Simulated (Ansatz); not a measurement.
Molecule: HfH (charge 0, quartet). SMILES: [HfH]
Geometry: optimised at B3LYP-D3(BJ)/def2-TZVP (Ansatz, a program for electronic structure).

Quantity: size of the dipole moment, in D. Conventions: six Cartesian d functions in 6-31G* and its kin unless marked 5d; LANL2DZ with its own core potentials from Na on; def2 sets with scalar-relativistic core potentials past Kr; UHF or UKS for open shells; spin-orbit terms left out. Ab initio and DFT rows: single points at B3LYP-D3(BJ) geometries (Ansatz). The spin state of an ion or metal species was assumed, not searched.

```tsv
level	program	size of the dipole moment (D)
SVWN5/6-31G* with LANL2DZ past Ar	Ansatz	2.12
PBE/LANL2DZ	Ansatz	2.25
PBE/def2-SVP	Ansatz	2.42
PBE/6-31G* with LANL2DZ past Ar	Ansatz	2.29
BLYP/6-31G* with LANL2DZ past Ar	Ansatz	2.19
B3LYP/LANL2DZ	Ansatz	2.29
B3LYP/def2-SVP	Ansatz	2.53
B3LYP/6-31G* with LANL2DZ past Ar	Ansatz	2.34
PBE0/6-31G* with LANL2DZ past Ar	Ansatz	2.46
```

No value to compare with is used here. The 9 habitual levels span 2.12 (SVWN5/6-31G* with LANL2DZ past Ar) to 2.53 D (B3LYP/def2-SVP).

The levels are drawn from those run, B3LYP/6-31G* more often than the rest, none by its result; left out are runs that failed, that the program found above a lower state of the same kind, or whose <S^2> lies over 0.5 above the pure value.
